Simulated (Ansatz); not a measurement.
Consider the ligand exchange at the Si–O bond: `[SiH3]OCS[SiH3]` + `BN[SiH2]Cl` → `BN([SiH3])[SiH2]Cl` + `OCS[SiH3]`.

Gas-phase electronic energies from Ansatz, PBE0-D4/def2-TZVP geometries. CCSD(T)/CBS adds triple-zeta CCSD(T) − MP2 to the extrapolated MP2 energy (def2 sets, frozen cores). Functionals use def2-TZVPP. One conformer a species, not always the lowest.

```tsv
level	ΔE (eV)
RPA@PBE/def2-TZVPP	0.44
SCS-MP2/def2-QZVPP	0.46
HF/CBS(def2)	0.59
MP2/CBS(def2)	0.42
```

(1) What does CCSD(T)/CBS give? (Best estimate.)

Largest T1 diagnostic among the species: 0.012.

Answers

(1) Ansatz gave: +0.43 eV. The listed levels differ from it by 0.01, 0.03, 0.16, -0.01 eV.

In def2-TZVPP, CCSD(T) changes the Hartree–Fock value by −0.15 eV (the triples alone add −0.03 eV) and MP2 by −0.15 eV. Leaving LDA and LC-ωPBE aside and taking each functional with its dispersion term where it has one, the values, not all of them listed here, spread over 0.15 eV, from revPBE-D4 to CAM-B3LYP-D4.
